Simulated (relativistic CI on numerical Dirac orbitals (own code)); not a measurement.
Sc³⁺ in a cubic cluster: L2,3 absorption with charge transfer

Computed with a charge-transfer multiplet model of a cubic metal-ligand cluster with up to 2 ligand holes, Slater and spin-orbit integrals from Dirac-Coulomb-Breit ions, Slater integrals scaled by 0.8. The ground state mixes d0 with configurations of k ligand holes L, whose averages lie at kΔ + k(k − 1)U_dd/2; a core hole lowers each added d electron by U_cd. 300 K, Lorentzian 0.4 eV and Gaussian 0.3 eV FWHM.

Atomic integrals in eV (Slater integrals scaled, ζ unscaled), ground: F2dd 4.710, F4dd 2.885, zeta_d 0.005; with the core hole: F2dd 4.710, F4dd 2.885, zeta_d 0.020, zeta_core 3.005, F2cd 4.113, G1cd 2.955, G3cd 1.675. Where a configuration has fewer than two d electrons, the dd integrals are those of d2.

Cluster parameters (eV): U_dd = 5, U_cd = 5.5, 10Dq = 1.65, 10Dq(ligand) = 0.8, V(eg) = 1.55, V(t2g) = -0.68, final-state hopping factor = 1.

| Case | n_d | d0 | d1L | d2L2 | S |
| --- | --- | --- | --- | --- | --- |
| Δ = 0.5 eV | 0.73 | 0.37 | 0.53 | 0.10 | 0.00 |
| Δ = 1.5 eV | 0.61 | 0.46 | 0.47 | 0.07 | 0.00 |
| Δ = 2.5 eV | 0.49 | 0.55 | 0.40 | 0.05 | 0.00 |

Weights, n_d and S are thermal averages at 300 K. Photon energies count from the first peak over 30 % of the highest in each spectrum, which can be another peak from case to case. The parameters are a model scan and need not match a compound or its usual spin state. Peaks in eV (height, largest 100):
- Δ = 0.5 eV: 0.0 (38), 2.0 (65), 4.6 (56), 6.6 (100)
- Δ = 1.5 eV: 0.0 (37), 2.0 (67), 3.3 (20), 4.4 (54), 5.7 (33), 6.6 (100)
- Δ = 2.5 eV: 0.0 (39), 2.1 (73), 4.5 (59), 6.6 (100)

A d0 ion has no d-d gap: its lowest excitations are ligand-to-metal charge transfer. With the core hole the configuration with one ligand hole lies at Δ + U_dd − U_cd = 0.0, 1.0, 2.0 eV from the one without, in the order of the table; where this is negative the screened configuration lies lower, though the effective hopping of about 3.4 eV (from the holes of the mixed ground state) mixes the two strongly wherever it is as large as the gap.

With at most 2 ligand holes the space is cut while the next configuration still counts, so covalency is underestimated, and a final configuration with one more ligand hole, which can lie low, is missing from the spectra.
